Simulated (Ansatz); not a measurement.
[MnOF4]- (MnOF4⁻), relaxed as a triplet with UKS r2SCAN-D4/def2-SVPD in Ansatz, starting from the r2SCAN-D4/def2-SVPD geometry of the charge -1 singlet. Force threshold 0.02 eV/Å.

Start:

Cartesian coordinates in Å:
```
Mn 0.073 0.054 -0.068
O 1.054 0.778 -0.981
F 0.198 0.776 1.561
F 0.927 -1.332 0.667
F -0.763 -1.193 -1.035
F -1.489 0.918 -0.145
```

Problem. Estimate the energy that the relaxation releases and the steps that it takes.

Solution. 0.38 eV, in 9 steps; 82 s on 4 threads of Arm Neoverse V1 on a shared host. No frequencies were taken in this run, so the end may be a saddle point.

Problem. Does the start keep its bonding and symmetry?

Solution. By distances, no bond broke or formed. The bond that changes most is Mn1–O2, from 1.52 to 1.58 Å (atoms count from 1). Point group C4v at the start, C2v at the end, both within 0.05 Å.

Problem. Predict the relaxed structure.

Solution. 
```
atom    x (Å)    y (Å)    z (Å)
 Mn1   0.0127   0.0093  -0.0118
  O2   1.0318   0.7613  -0.9597
  F3   0.0555   0.6441   1.6222
  F4   1.1611  -1.2753   0.5380
  F5  -0.8674  -1.2431  -0.8671
  F6  -1.3937   1.1037  -0.3217
```
Bond lengths: 4 × F–Mn 1.75 to 1.81 Å; 1 × Mn–O 1.58 Å.
